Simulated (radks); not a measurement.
Problem. Valence configurations of Co3+ (all share [Ar]). Calculated with a radial shooting solver on a logarithmic mesh with Libxc functionals: non-relativistic Kohn-Sham, TPSS, spin-polarised, spherical densities, point nucleus; open shells are filled with parallel spins first; meta-GGA in the generalised Kohn-Sham scheme. Order these by energy: 3d5.5 4s0.5; 3d4.5 4s1.5; 3d6; 3d5 4s1; 3d5 4p1; 3d4 4p2; 3d5.5 4p0.5; 3d4 4s1 4p1; 3d4 4s2; 3d4.5 4s0.5 4p1.

Solution. From the lowest, in eV above it: 3d6 0.000; 3d5.5 4s0.5 5.480; 3d5.5 4p0.5 9.324; 3d5 4s1 11.670; 3d5 4p1 19.657; 3d4.5 4s1.5 23.760; 3d4.5 4s0.5 4p1 30.489; 3d4 4s2 36.867; 3d4 4s1 4p1 42.598; 3d4 4p2 51.099. NIST lists [Ar] 3d6 as the ground configuration; this level of theory agrees among the configurations tried. The energies are those of spherical high-spin densities, not of single terms.
